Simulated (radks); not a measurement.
All-electron atom: the fluorine ion F3+ in [He] 2s2 2p2 (the NIST ground configuration).

Method: Dirac Kohn-Sham, LB94 model potential, spin-unpolarised, spherical densities, finite nucleus; open shells fill j = l - 1/2 first; Fermi nuclear charge, rms radius 2.8976 fm; computed with a radial shooting solver on a logarithmic mesh with Libxc functionals.

Energy parts (hartree):
| part | energy |
|---|---|
| kinetic | 96.00335 |
| electron-nucleus | -214.36419 |
| Hartree | 31.38197 |
(The LB94 potential has no energy functional, so no total or exchange-correlation energy is given.)

Orbitals (lengths in bohr, moments of r in powers of bohr; <r^-3> diverges for s and p1/2; r(90%) holds 90 % of the orbital's charge):
| orbital | occ. | eigenvalue (hartree) | <r^-3> | <r^4> | r(90%) | <1/r> |
|---|---|---|---|---|---|---|
| 1s1/2 | 2 | -28.39624 | - | 0.004367 | 0.312 | 8.659 |
| 2s1/2 | 2 | -3.68534 | - | 1.498 | 1.38 | 1.650 |
| 2p1/2 | 2 | -3.04776 | - | 1.441 | 1.36 | 1.600 |
| 2p3/2 | 0 | -3.04364 | 12.95 | 1.448 | 1.36 | 1.597 |

The highest occupied level is 2p1/2 at -82.934 eV. The density falls to 0.001 e/bohr^3 at r = 2.25 bohr. For comparison, the ionisation energy in NIST's Atomic Spectra Database is 87.18 eV (semi-empirical). In exact Kohn-Sham theory the highest level is minus the ionisation energy, but local and semilocal functionals leave it too shallow, through self-interaction and a potential that decays too fast; potentials with the right tail come closer.

Beside tabulated values, note that spin-unpolarised runs miss the spin-polarisation part of the exchange energy of open shells.
